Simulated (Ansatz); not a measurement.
Geometry optimisation, Ansatz 0.2.0, RKS CAM-B3LYP-D4/def2-SVP.

The input (input.yaml):

```yaml
crystal:
  periodic: [false, false, false]
  atoms:
    - { symbol: Sn, position_ang: [-0.09175, 0.512357, -0.212695] }
    - { symbol: H, position_ang: [0.99279, -0.246371, 2.41932] }
    - { symbol: H, position_ang: [1.230146, -0.475811, -0.622266] }
    - { symbol: O, position_ang: [-0.753858, 1.084829, -1.991439] }
    - { symbol: H, position_ang: [-1.542864, 1.642375, -1.949762] }
    - { symbol: H, position_ang: [-1.377192, -0.193709, 0.662296] }
    - { symbol: "N", position_ang: [0.518577, 2.188919, 0.843363] }
    - { symbol: H, position_ang: [1.508578, 2.403047, 0.886027] }
    - { symbol: H, position_ang: [0.066158, 2.391206, 1.72746] }
    - { symbol: H, position_ang: [0.994314, 0.445458, 2.217795] }
basis:
  gaussian: { orbitals: def2-SVP }
hamiltonian:
  xc: cam_b3lyp
  dispersion: d4
relax:
  f_tol: 0.03
  max_steps: 50
```

Run as:

```bash
$ ansatz run input.yaml --threads 2 --pin off --max-ram 3072MiB --backend cpu --events-out ev --progress --plain --runs-dir out
```

Question: Where does it end, and by what steps?

Answer: It converged. The force dipped under the threshold on the way, but the program's further checks kept it going. After 19 steps the energy has fallen by 0.207 eV; H2 moved furthest, 1.28 Å.

```
step  energy less start (eV)  largest force component (eV/Å)  accepted
   0                  0.0000                           1.810       yes
   1                 -0.1349                           0.095       yes
   2                 -0.1726                           0.217       yes
   3                 -0.1804                           0.577       yes
   4                 -0.1882                           0.212       yes
   5                 -0.1820                           0.344        no
   6                 -0.1924                           0.056       yes
   7                 -0.1947                           0.041       yes
   8                 -0.1970                           0.193       yes
   9                 -0.1989                           0.202       yes
  10                 -0.2007                           0.150       yes
  11                 -0.2026                           0.122       yes
  12                 -0.2035                           0.095       yes
  13                 -0.2046                           0.106       yes
  14                 -0.2052                           0.062       yes
  15                 -0.2060                           0.024       yes
  16                 -0.2063                           0.033       yes
  17                 -0.2065                           0.033       yes
  18                 -0.2066                           0.034       yes
  19                 -0.2067                           0.019       yes
```

```xyz
10
Properties=species:S:1:pos:R:3
Sn -0.376 0.444 -0.428
H 1.909 0.107 3.234
H 0.819 -0.718 -0.779
O -0.702 1.281 -2.195
H -1.078 2.166 -2.114
H -1.833 -0.154 0.233
N 0.247 1.912 0.806
H 1.221 2.196 0.836
H -0.198 2.042 1.708
H 1.536 0.476 2.678
```

Whether the end is a true minimum wasn't checked by a vibrational analysis.

The run took 44 s on 2 threads of Arm Neoverse V2, with other jobs on the host, peak memory 0.21 GiB.
